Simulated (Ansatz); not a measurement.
**Abstraction of H: SbH3 + Si(CH3)F2 → SbH2 + SiH(CH3)F2**

Species: SbH3 `[SbH3]`, singlet; Si(CH3)F2, doublet; SbH2 `[SbH2]`, doublet; SiH(CH3)F2, singlet. A radical takes H: the energy is the difference in strength between the Sb–H bond broken and the Si–H bond made.

Shapes, held fixed at every level: PBE0-D4/def2-TZVP. Programs: Ansatz 0.2.0. The zero-point and thermal change to 298 K, harmonic and unscaled (PBE0-D4/def2-TZVP), is +2.5 kJ/mol.

```
              level                    kind  ΔH(298 K) (kJ/mol)  less CCSD(T)/def2-TZVPP
       MP2/def2-SVP     perturbation theory              -137.9                     -8.4
B3LYP-D4/def2-TZVPP           global hybrid              -120.4                     +9.1
 PBE0-D4/def2-TZVPP           global hybrid              -116.9                    +12.6
 wB97X-V/def2-TZVPP  range-separated hybrid              -126.1                     +3.4
  B2PLYP/def2-TZVPP           double hybrid              -126.1                     +3.4
   CCSD(T)/def2-SVP   coupled cluster or CI              -137.4                     -7.9
 CCSD(T)/def2-TZVPP   coupled cluster or CI              -129.5                      0.0
```

The highest level, CCSD(T)/def2-TZVPP, gives ΔH(298 K) = -129.5 kJ/mol; the levels span -137.9 to -116.9. The column of differences is taken from that level and isn't an error. No measured value is set beside it here. Open shells run unrestricted. For atoms past krypton def2 sets carry core potentials with scalar relativity. Outer-core shells of Sb are correlated, in sets that cover them unevenly.
